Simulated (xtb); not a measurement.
Se(NH2)(OSiH3) (H5NOSeSi), SMILES N[Se]O[SiH3]. All values are semi-empirical tight-binding results from xtb (GFN2-xTB unless named), good for trends rather than for accurate numbers. Geometry: GFN2-xTB. The structure was generated by enumeration, and PubChem lists no compound with its InChIKey, so it may never have been made. The values are those of a single conformer.

Computed properties:
```json
{
 "orbital_gap": "3.15 eV",
 "zero_point_energy": "32.7 kcal/mol",
 "G − E(el) at 298.15 K (modified RRHO)": "12.5 kcal/mol",
 "static polarisability (D4 model)": "73.6 bohr³",
 "solvation energy, GFN2-xTB/ALPB(water)": "-3.1 kcal/mol",
 "solvation energy, GFN2-xTB/ALPB(toluene)": "-3.4 kcal/mol"
}
```
